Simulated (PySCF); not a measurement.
# UHF on In (indium, neutral)

Configuration: [Kr] 4d10 5s2 6s1, 2S determinant (an excited configuration). Calculation: PySCF 2.14, in x2c-TZVPPall with one added diffuse shell each of s, p, d, f type (9s7p5d3f, 76 functions); scalar relativity by spin-free X2C-1e.

```
Total energy                        : -5878.135513 hartree
One-electron energy                 : -8087.9891 hartree
Hartree (Coulomb) energy            : 2368.4310 hartree
Exchange energy                     : -158.5773 hartree
⟨S²⟩                                : 0.7501
⟨L²⟩                                : 0.000
Sum of ⟨r⟩                          : 37.98 bohr
Sum of ⟨r²⟩                         : 92.74 bohr²
Langevin diamagnetic susceptibility : -73.5 ×10⁻⁶ cm³/mol
```

| shell | electrons | mean orbital energy (eV) | rms radius, mean of both spins (bohr) |
| --- | --- | --- | --- |
| 1s α | 1 | -28083.4 | 0.0340 |
| 1s β | 1 | -28083.4 | 0.0340 |
| 2s α | 1 | -4298.1 | 0.139 |
| 2s β | 1 | -4298.1 | 0.139 |
| 2p α | 3 | -3853.3 | 0.124 |
| 2p β | 3 | -3853.3 | 0.124 |
| 3s α | 1 | -857.09 | 0.371 |
| 3s β | 1 | -857.07 | 0.371 |
| 3p α | 3 | -707.45 | 0.372 |
| 3p β | 3 | -707.44 | 0.372 |
| 3d α | 5 | -474.72 | 0.352 |
| 3d β | 5 | -474.72 | 0.352 |
| 4s α | 1 | -147.36 | 0.907 |
| 4s β | 1 | -147.32 | 0.907 |
| 4p α | 3 | -100.35 | 0.992 |
| 4p β | 3 | -100.34 | 0.992 |
| 4d α | 5 | -30.500 | 1.27 |
| 4d β | 5 | -30.478 | 1.27 |
| 5s α | 1 | -13.204 | 2.76 |
| 5s β | 1 | -12.968 | 2.76 |
| 6s α | 1 | -2.339 | 7.16 |

The outer electron is Rydberg-like, and this basis confines it to a smaller radius and binds it less than a complete one would.

Densities and radii are taken from the X2C orbitals without a picture-change correction, which distorts them close to the nucleus.
